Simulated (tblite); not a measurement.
Parent: `[CH2:1]=[C:2]([SiH2:3][NH2:4])[C:5]([CH3:6])=[O:7]` with C1–C2–Si3–N4 -7°, C2–Si3–N4–H 171° and -55°, C1–C2–C5–C6 16°, C4H9NOSi.

Computed geometry: GFN2-xTB, gas phase. One conformer each, not checked by frequencies here.

```csv
coordinate of the parent,value
C1=C2,1.329 Å
C2–Si3,1.897 Å
Si3–N4,1.729 Å
C2–C5,1.469 Å
C5–C6,1.508 Å
C5=O7,1.215 Å
C1–C2–Si3,126.5°
C1–C2–C5,123.7°
Si3–C2–C5,109.6°
C2–Si3–N4,104.8°
C2–C5–C6,119.5°
C2–C5–O7,118.5°
C6–C5–O7,122.0°
```

**Question.** How does the shared frame change in `[CH2:1]=[C:2]([SiH2:3][NH2:4])[C:5](=[O:6])[CH2:7][CH:8]1[CH2:9][CH2:10]1` with C1–C2–Si3–N4 13°, C2–Si3–N4–H -172° and 53°, C1–C2–C5–O6 155°, C2–C5–C7–C8 -165°, C5–C7–C8–C9 167°, C7H13NOSi? Atoms pair as C1 = C1, C2 = C2, Si3 = Si3, N4 = N4, C5 = C5, C6 = C7, O7 = O6 (parent first).

**Answer.** 
```tsv
parent	relative	value in the relative	change
C1=C2	C1=C2	1.329 Å	0.000
C2–Si3	C2–Si3	1.898 Å	+0.001
Si3–N4	Si3–N4	1.729 Å	0.000
C2–C5	C2–C5	1.470 Å	+0.001
C5–C6	C5–C7	1.516 Å	+0.008
C5=O7	C5=O6	1.214 Å	-0.001
C1–C2–Si3	C1–C2–Si3	125.7°	-0.8
C1–C2–C5	C1–C2–C5	123.7°	0.0
Si3–C2–C5	Si3–C2–C5	110.2°	+0.6
C2–Si3–N4	C2–Si3–N4	104.5°	-0.3
C2–C5–C6	C2–C5–C7	118.4°	-1.1
C2–C5–O7	C2–C5–O6	118.9°	+0.4
C6–C5–O7	C7–C5–O6	122.7°	+0.7
```

Of the parent's bonds, C5–C6 changes most (+0.008 Å). Bonds of the relative outside the shared frame: C7–C8 1.510, C8–C9 1.498, C9–C10 1.499, C8–C10 1.498 Å. Point group C1 → C1.

**Question.** How does the shared frame change in `[CH2:1]=[C:2]([SiH2:3][NH2:4])[C:5](=[O:6])[CH2:7][CH2:8][CH3:9]` with C1–C2–Si3–N4 -112°, C2–Si3–N4–H 172° and -55°, C1–C2–C5–O6 175°, C2–C5–C7–C8 -179°, C5–C7–C8–C9 180°, C6H13NOSi? Atoms pair as C1 = C1, C2 = C2, Si3 = Si3, N4 = N4, C5 = C5, C6 = C7, O7 = O6 (parent first).

**Answer.** 
```csv
parent,relative,value in the relative,change
C1=C2,C1=C2,1.329 Å,0.000
C2–Si3,C2–Si3,1.899 Å,+0.002
Si3–N4,Si3–N4,1.722 Å,-0.007
C2–C5,C2–C5,1.473 Å,+0.004
C5–C6,C5–C7,1.512 Å,+0.004
C5=O7,C5=O6,1.216 Å,+0.001
C1–C2–Si3,C1–C2–Si3,124.8°,-1.7
C1–C2–C5,C1–C2–C5,124.0°,+0.3
Si3–C2–C5,Si3–C2–C5,111.3°,+1.7
C2–Si3–N4,C2–Si3–N4,105.7°,+0.9
C2–C5–C6,C2–C5–C7,119.5°,0.0
C2–C5–O7,C2–C5–O6,118.6°,+0.1
C6–C5–O7,C7–C5–O6,122.0°,0.0
```

Of the parent's bonds, Si3–N4 changes most (-0.007 Å). Bonds of the relative outside the shared frame: C7–C8 1.526, C8–C9 1.523 Å. Point group C1 → C1.
